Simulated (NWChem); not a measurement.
System meant: CH₃BeI; SMILES [CH3][Be][I]

Here is an NWChem input.

```
start job
memory heap 200 mb stack 900 mb global 1100 mb
geometry units angstroms noautoz
  Be    -0.000363    -1.557666     0.001020
  I      0.001540     0.625846     0.000801
  C     -0.000831    -3.229128    -0.002758
  H     -0.784734    -3.639232    -0.663739
  H     -0.179596    -3.646306     1.003930
  H      0.962033    -3.640284    -0.354071
end
basis spherical
  * library def2-svp
end
ecp
  I library def2-ecp
end
dft
  odft
  mult 2
  xc pbe0
  iterations 150
  mulliken
end
task dft energy
```

End of the output:

```
 Summary of "ao basis" -> "" (spherical)
 ------------------------------------------------------------------------------
       Tag                 Description            Shells   Functions and Types
 ---------------- ------------------------------  ------  ---------------------
 *                          def2-svp                  on all atoms

                                 NWChem DFT Module
                                 -----------------

 Summary of "ao basis" -> "ao basis" (spherical)
 ------------------------------------------------------------------------------
       Tag                 Description            Shells   Functions and Types
 ---------------- ------------------------------  ------  ---------------------
 Be                         def2-svp                 5        9   3s2p
 I                          def2-svp                10       26   4s4p2d
 C                          def2-svp                 6       14   3s2p1d
 H                          def2-svp                 3        5   2s1p

 Summary of "ao basis" -> "ao basis" (spherical)
 ------------------------------------------------------------------------------
       Tag                 Description            Shells   Functions and Types
 ---------------- ------------------------------  ------  ---------------------
 Be                         def2-svp                 5        9   3s2p
 I                          def2-svp                10       26   4s4p2d
 C                          def2-svp                 6       14   3s2p1d
 H                          def2-svp                 3        5   2s1p

  number of electrons :                   38
  multiplicity        :                    2
 ------------------------------------------------------------------------
  no. of electrons and multiplicity not compatible                  38
 ------------------------------------------------------------------------
 ------------------------------------------------------------------------
  current input line :
    24: task dft energy
 ------------------------------------------------------------------------
 ------------------------------------------------------------------------
 There is an error in the input file
 ------------------------------------------------------------------------
 For more information see the NWChem manual at https://nwchemgit.github.io

0: no. of electrons and multiplicity not compatible:Received an Error in Communication
```

Question: Can this run be used? If not, why, and what is the fix?

Answer: The program refused the input. Cause: the multiplicity doesn't fit the number of electrons (an even count wants an odd multiplicity, and the reverse). This input runs:
```
start job
memory heap 200 mb stack 900 mb global 1100 mb
geometry units angstroms noautoz
  Be    -0.000363    -1.557666     0.001020
  I      0.001540     0.625846     0.000801
  C     -0.000831    -3.229128    -0.002758
  H     -0.784734    -3.639232    -0.663739
  H     -0.179596    -3.646306     1.003930
  H      0.962033    -3.640284    -0.354071
end
basis spherical
  * library def2-svp
end
ecp
  I library def2-ecp
end
dft
  xc pbe0
  iterations 150
  mulliken
end
task dft energy
```
It converges to -352.30861 Ha (PBE0/def2-SVP with def2 effective core potentials on I).
